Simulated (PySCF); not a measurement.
Species: C6H10NSi (doublet state).
Structure used (GFN2-xTB), in Å, numbered top down from 1:
```xyz
18
C6H10NSi angstrom
C     -3.143   -0.052   -0.092
N     -1.720    0.105   -0.018
C     -1.070    1.082    0.685
C      0.272    0.900    0.566
C      0.483   -0.259   -0.253
C      1.699   -0.814   -0.641
Si     3.365   -0.146   -0.174
C     -0.804   -0.713   -0.582
H     -3.417   -0.525   -1.035
H     -3.513   -0.675    0.729
H     -3.627    0.923   -0.030
H     -1.623    1.834    1.215
H      1.044    1.503    0.998
H      1.637   -1.697   -1.263
H      3.568    1.217   -0.688
H      4.387   -1.027   -0.747
H      3.546   -0.094    1.284
H     -1.094   -1.555   -1.180
```

The hyperfine couplings belong to this conformer and change with its torsions.

The species is `Cn1ccc([CH][SiH3])c1` [radical].

Method used: PySCF 2.14.0, UKS B3LYP, pcH-1 on C H N Si, non-relativistic, mean-field spin-orbit, GIAO. One conformer (not necessarily the lowest) at the GFN2-xTB geometry, without solvent, vibrations or thermal averaging. Couplings are sensitive to structure, and on GFN2-xTB geometries they can be far from those on DFT ones. No stability test was run, so a lower SCF solution isn't excluded.

(1) Match the computed a_iso(13C) values +55.8, -35.4, +25.2, +9.6, -6.6, -3.2 MHz with the sites C1; C3; C4; C5; C6; C8.

(2) The isotropic 1H couplings, averaged over equivalent nuclei, are -41.4, +29.3, -21.3, -7.2, +5.9, +0.4 MHz. Assign them to H9/H10/H11; H12; H13; H14; H15/H16/H17; H18.

Results:

(1) 
```csv
site,a_iso (MHz),ρ(0) (bohr⁻³),position,distance from C6 (Å),spin population,largest |T| (MHz)
C1,-3.2,-0.0029,4 bonds from C6,4.93,-0.01,0.9
C3,-6.6,-0.0059,3 bonds from C6,3.61,-0.03,3.5
C4,+9.6,+0.0085,2 bonds from C6,2.54,+0.11,15.5
C5,-35.4,-0.0315,1 bond from C6,1.39,-0.16,12.7
C6,+55.8,+0.0497,largest spin population,0.00,+0.74,108.7
C8,+25.2,+0.0224,2 bonds from C6,2.51,+0.31,51.3
```

(2) 
```
       site  a_iso (MHz)  ρ(0) (bohr⁻³)                                            position  distance from C6 (Å)  bound to  spin population there  largest |T| (MHz)
 H9/H10/H11         +5.9        +0.0013                                     5 bonds from C6                  5.39        C1                  -0.01                2.6
        H12         +0.4        +0.0001                                     4 bonds from C6                  4.64        C3                  -0.03                2.3
        H13         -7.2        -0.0016  γ, 3 bonds from C6, on C4 of spin population +0.11                  2.91        C4                  +0.11                4.9
        H14        -41.4        -0.0093                                   α, 1 bond from C6                  1.08        C6                  +0.74               25.7
H15/H16/H17        +29.3        +0.0065                                  β, 2 bonds from C6                  2.74       Si7                  -0.02                4.3
        H18        -21.3        -0.0048  γ, 3 bonds from C6, on C8 of spin population +0.31                  2.94        C8                  +0.31               12.5
```

ρ(0) is the spin density at the nucleus and T the dipolar tensor; a_iso includes a spin–orbit part; entries for several nuclei are means. Largest spin populations (Mulliken): C6 (+0.74), C8 (+0.31), C5 (-0.16) and C4 (+0.11). The angles at C6 add up to 360.0°, so it is planar; its axial dipolar tensor and the negative coupling of its proton fit spin in a p orbital normal to that plane.

Means are taken over nuclei equivalent by connectivity, which assumes that they swap fast. The three 1H nuclei of mean +29.3 MHz run from -1.6 to 46.2 MHz in the frozen geometry. The three 1H nuclei of mean +5.9 MHz run from 1.9 to 11.9 MHz in the frozen geometry.

The run took 2.9 min (with the writing of density and orbital grids) on Arm Neoverse N1, one thread, on a shared host, and the process peaked at 0.97 GiB of memory.
